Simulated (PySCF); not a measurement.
CH6BeOSi.

```xyz
10

Be     0.0000     0.0000     1.2830
C      0.0000     0.0000     2.9557
H      0.1216    -1.0161     3.3695
H     -0.9408     0.4028     3.3695
H      0.8192     0.6133     3.3695
O      0.0000     0.0000    -0.1363
Si     0.0000     0.0000    -1.7847
H     -1.3430    -0.4050    -2.2993
H      1.0223    -0.9605    -2.2993
H      0.3207     1.3656    -2.2993
```
Charge 0, spin multiplicity 1.

Geometry: PBE0-D3(BJ)/def2-SVP. One conformer was computed; it need not be the lowest.

Method: PBE0/pcSseg-1 (PySCF). Non-relativistic, no solvent.

Q: Give the absolute GIAO shielding of each atom: isotropic value and principal components (ppm). (The exact figures need the calculation; the answer reports its results.)

A: 
```json
[
 {"atom": "Be1", "σ(iso)": "99.2", "σ11": "67.9", "σ22": "67.9", "σ33": "161.6", "span": "93.6"},
 {"atom": "C2", "σ(iso)": "206.1", "σ11": "200.8", "σ22": "208.8", "σ33": "208.8", "span": "8.1"},
 {"atom": "H3", "σ(iso)": "31.9", "σ11": "27.8", "σ22": "28.5", "σ33": "39.5", "span": "11.8"},
 {"atom": "H4", "σ(iso)": "31.9", "σ11": "27.8", "σ22": "28.5", "σ33": "39.5", "span": "11.8"},
 {"atom": "H5", "σ(iso)": "31.9", "σ11": "27.8", "σ22": "28.5", "σ33": "39.5", "span": "11.8"},
 {"atom": "O6", "σ(iso)": "288.6", "σ11": "261.8", "σ22": "261.8", "σ33": "342.2", "span": "80.4"},
 {"atom": "Si7", "σ(iso)": "393.0", "σ11": "352.9", "σ22": "352.9", "σ33": "473.4", "span": "120.6"},
 {"atom": "H8", "σ(iso)": "26.2", "σ11": "23.1", "σ22": "24.6", "σ33": "30.8", "span": "7.7"},
 {"atom": "H9", "σ(iso)": "26.2", "σ11": "23.1", "σ22": "24.6", "σ33": "30.8", "span": "7.7"},
 {"atom": "H10", "σ(iso)": "26.2", "σ11": "23.1", "σ22": "24.6", "σ33": "30.8", "span": "7.7"}
]
```
